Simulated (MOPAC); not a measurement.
A run for MOPAC: PM3 on GeH4Te (SMILES [GeH3][TeH]), a point of a bond scan (R = 2.245 Å).

```
PM3 1SCF PRECISE CHARGE=0 THREADS=1
GeH4Te

Te    -0.09896076 1     0.80692664 1     0.65430353 1
H      0.38867385 1     2.24407031 1    -0.99985466 1
Ge     0.13620165 1    -1.21741469 1    -0.93151219 1
H      1.56045513 1    -1.29524723 1    -1.50328127 1
H     -0.15262004 1    -2.45072946 1    -0.06258670 1
H     -0.88257830 1    -1.12841585 1    -2.07852674 1
```

Output:

```
*******************************************************************************
 **                                                                           **
 **                              MOPAC v23.2.5                                **
 **                                                                           **
 *******************************************************************************
 ** MOPAC's Digital Object Identifier: https://doi.org/10.5281/zenodo.6511958 **
 **                                                                           **
 ** Please cite the open-source release paper for use of this MOPAC version:  **
 ** J. E. Moussa and J. J. P. Stewart (2026)                                  **
 ** MOPAC: An open-source semiempirical molecular orbital program             **
 ** J. Open Source Softw., 11(119), 8025, https://doi.org/10.21105/joss.08025 **
 *******************************************************************************

                              PM3 CALCULATION RESULTS

 *******************************************************************************
 *  PM3        - The PM3 Hamiltonian to be used
 *
 *
 *
 *                 CHARGE ON SYSTEM = 0
 *
 *
 *
 *  PRECISE    - TIGHTER CRITERIA TO BE USED
 *  1SCF       - DO 1 SCF AND THEN STOP
 *  THREADS=1  - MULTI-THREADING NOT USED
 *  T=         - A TIME OF 172800.0 SECONDS REQUESTED
 *  DUMP=N     - RESTART FILE WRITTEN EVERY 7200.0 SECONDS REQUESTED
 *******************************************************************************
PM3 1SCF PRECISE CHARGE=0 THREADS=1
 GeH4Te

   ATOM   CHEMICAL          X               Y               Z
  NUMBER   SYMBOL      (ANGSTROMS)     (ANGSTROMS)     (ANGSTROMS)

     1      Te         -0.09896076  *   0.80692664  *   0.65430353  *
     2       H          0.38867385  *   2.24407031  *  -0.99985466  *
     3      Ge          0.13620165  *  -1.21741469  *  -0.93151219  *
     4       H          1.56045513  *  -1.29524723  *  -1.50328127  *
     5       H         -0.15262004  *  -2.45072946  *  -0.06258670  *
     6       H         -0.88257830  *  -1.12841585  *  -2.07852674  *



          CARTESIAN COORDINATES

    NO.       ATOM           X           Y           Z

     1        Te         -0.0990      0.8069      0.6543
     2         H          0.3887      2.2441     -0.9999
     3        Ge          0.1362     -1.2174     -0.9315
     4         H          1.5605     -1.2952     -1.5033
     5         H         -0.1526     -2.4507     -0.0626
     6         H         -0.8826     -1.1284     -2.0785

  H: (PM3): J. J. P. STEWART, J. COMP. CHEM. 10, 209 (1989).
 Ge: (PM3): J. J. P. STEWART, J. COMP. CHEM. 12, 320-341 (1991).
 Te: (PM3): J. J. P. STEWART, J. COMP. CHEM. 12, 320-341 (1991).

           Empirical Formula: H4 Te Ge  =     6 atoms



      MOLECULAR POINT GROUP   :   Cs


      RHF CALCULATION, NO. OF DOUBLY OCCUPIED LEVELS = 7


 -------------------------------------------------------------------------------
 PM3 1SCF PRECISE CHARGE=0 THREADS=1
 GeH4Te



     1SCF WAS SPECIFIED, SO BFGS WAS NOT USED
     SCF FIELD WAS ACHIEVED


                              PM3 CALCULATION
                                                       MOPAC v23.2.5 Linux




          FINAL HEAT OF FORMATION =         64.52866 KCAL/MOL =     269.98790 KJ/MOL


          COSMO AREA              =        120.81 SQUARE ANGSTROMS
          COSMO VOLUME            =        112.32 CUBIC ANGSTROMS

          IONIZATION POTENTIAL    =          9.291918 EV
          HOMO LUMO ENERGIES (EV) =         -9.292 -2.374
          NO. OF FILLED LEVELS    =          7
          MOLECULAR WEIGHT        =        204.2216         POINT GROUP:  Cs

          MOLECULAR DIMENSIONS (Angstroms)

            Atom       Atom       Distance
            H     5    H     2     4.81795
           Te     1    H     4     3.12215
           Te     1    H     6     2.30227


          SCF CALCULATIONS        =          1





   ATOM   CHEMICAL          X               Y               Z
  NUMBER   SYMBOL      (ANGSTROMS)     (ANGSTROMS)     (ANGSTROMS)

     1      Te         -0.09896076  *   0.80692664  *   0.65430353  *
     2       H          0.38867385  *   2.24407031  *  -0.99985466  *
     3      Ge          0.13620165  *  -1.21741469  *  -0.93151219  *
     4       H          1.56045513  *  -1.29524723  *  -1.50328127  *
     5       H         -0.15262004  *  -2.45072946  *  -0.06258670  *
     6       H         -0.88257830  *  -1.12841585  *  -2.07852674  *

                             CARTESIAN COORDINATES

   1   Te       -0.098960760     0.806926640     0.654303530
   2    H        0.388673850     2.244070310    -0.999854660
   3   Ge        0.136201650    -1.217414690    -0.931512190
   4    H        1.560455130    -1.295247230    -1.503281270
   5    H       -0.152620040    -2.450729460    -0.062586700
   6    H       -0.882578300    -1.128415850    -2.078526740


           Empirical Formula: H4 Te Ge  =     6 atoms



      MOLECULAR POINT GROUP   :   Cs


                  EIGENVALUES
 -15.60973 -13.17166 -12.87253 -11.77315 -11.12946 -10.27035  -9.29192  -2.37399
  -1.49022   0.14095   0.16899   3.37021


              NET ATOMIC CHARGES AND DIPOLE CONTRIBUTIONS

  ATOM NO.   TYPE          CHARGE      No. of ELECS.   s-Pop       p-Pop
    1         Te           0.004196        5.9958     1.98419     4.01161
    2          H           0.018629        0.9814     0.98137
    3         Ge           0.184395        3.8156     0.61070     3.20490
    4          H          -0.069982        1.0700     1.06998
    5          H          -0.067257        1.0673     1.06726
    6          H          -0.069982        1.0700     1.06998
 DIPOLE           X         Y         Z       TOTAL
 POINT-CHG.    -0.025     0.745     0.323     0.813
 HYBRID         0.052    -0.200    -0.278     0.346
 SUM            0.027     0.545     0.045     0.548


          ATOMIC ORBITAL ELECTRON POPULATIONS

     Atom    s        px        py        pz
    1 Te   1.98419   1.93862   1.07193   1.00106
    2  H   0.98137
    3 Ge   0.61070   1.03897   1.10256   1.06337
    4  H   1.06998
    5  H   1.06726
    6  H   1.06998

 **********************
 *                    *
 * JOB ENDED NORMALLY *
 *                    *
 **********************




 == MOPAC DONE ==
```

The run finished.

Cost: very roughly 0.020 core-seconds.
